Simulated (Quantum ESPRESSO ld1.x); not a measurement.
All-electron atom: B4+ in 2p1 (not the ground configuration). Method: scalar-relativistic Kohn-Sham, LDA (Slater exchange, VWN5 correlation), spin-polarised, spherical densities, point nucleus; open shells are filled with parallel spins first; computed with ld1.x of Quantum ESPRESSO 7.5.

Normalised radial functions P(r) = r R(r), r in bohr:

r         2p up
0.01207  0.0016
0.01596  0.0028
0.02112  0.0048
0.02795  0.0082
0.03698  0.0140
0.04893  0.0237
0.06474  0.0399
0.08565  0.0663
0.1133   0.1084
0.15     0.1733
0.1984   0.2689
0.2625   0.4016
0.3473   0.5698
0.4596   0.7554
0.6081   0.9151
0.8046   0.9842
1.065    0.9042
1.397    0.6826
1.849    0.3904
2.446    0.1561
3.237    0.0391

2p up: eigenvalue -75.339 eV, 0 radial nodes, <r> = 1.01 bohr, 90 % of the charge inside 1.61 bohr.
